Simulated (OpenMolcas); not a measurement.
Tm3+ with its 6 nearest fluoride ions at 2.133 Å, on the Zn site of KZnF3 (a = 4.054 Å, distance in the model lattice 2.027 Å). The rest of the host is ab initio model potentials to 7.6 Å, with orthogonalisation functions on the cations behind the ligands, and point charges beyond; the distance is set by hand and nothing relaxes, and no local charge compensation is placed. Ligand basis ANO-RCC-VDZP.

```yaml
Program: OpenMolcas 26.06
Method: CASSCF
Basis: ANO-RCC-VDZP [7s6p4d2f1g]
Scalar_Hamiltonian: DKH2, point nucleus
Active_space: 12 electrons in 7 orbitals (4f)
State_averaging: 2S+1 = 3 even, 21 roots; 2S+1 = 1 even, 27 roots kept (CI in the orbitals of an earlier block)
Spin-orbit_coupling: RASSI with atomic mean-field integrals over the reference wave functions
```

Q: What is the spin-free ground state (labels of O, the rotations of Oh)?

A: 3T1, 3-fold in its orbital part, 99 % from free-ion H terms; it has the highest spin that f12 allows.

Q: Where is the first state of the same spin?

A: 3E at 162 cm-1 above the ground state.

Q: What are the lowest two levels with spin-orbit coupling?

A: A 1-fold level A1, then a 3-fold level T1 86.5 cm-1 above it. Their leading multiplicities are 3 (99 %) and 3 (99 %).

Q: What is χT at 300 K, and how does it compare with the textbook value?

A: Hund's rules give f12 the level 3H6 with g = 1.167, so an isolated free-ion multiplet has χT = g² J(J+1) / 8 = 7.146 cm3 K/mol. The computed 6.850 at 300 K differs by -4 %, through the field's splitting, the mixing of terms and any other multiplet in reach.

Without dynamic correlation the ligand-field splitting of an f shell can come out too small, at times by half. The first state left out of the spin-orbit step lies near 83000 cm-1 above the lowest spin-free state of the reference (among the parities and spins computed), and the lists stop at four fifths of that energy or lower. No measured value stands beside these numbers; the geometry was set by hand and not optimised.
